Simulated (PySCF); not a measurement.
Electronic structure of Mg⁺ (magnesium, charge +1) at the UHF level

Configuration: [Ne] 3s1, 2S determinant. All numbers are calculated (PySCF 2.14, the spin-free X2C one-electron Hamiltonian (Gaussian nucleus), in cc-pVTZ-DK).

| Quantity | Value |
| --- | --- |
| Total energy | -199.676426 hartree |
| One-electron energy | -276.1098 hartree |
| Hartree (Coulomb) energy | 92.3356 hartree |
| Exchange energy | -15.9023 hartree |
| ⟨S²⟩ | 0.7501 |
| ⟨L²⟩ | 0.000 |
| Sum of ⟨r⟩ | 8.578 bohr |
| Sum of ⟨r²⟩ | 13.98 bohr² |
| Langevin diamagnetic susceptibility | -11.1 ×10⁻⁶ cm³/mol |
| Time after the integrals | 0.05 s of wall time on 1 thread of Neoverse-V2 (shared host) |

```tsv
shell	electrons	mean orbital energy (hartree)	rms radius, mean of both spins (bohr)
1s α	1	-49.44689	0.151
1s β	1	-49.43994	0.151
2s α	1	-4.10762	0.754
2s β	1	-4.09066	0.754
2p α	3	-2.60547	0.771
2p β	3	-2.59972	0.771
3s α	1	-0.54235	3.04
```
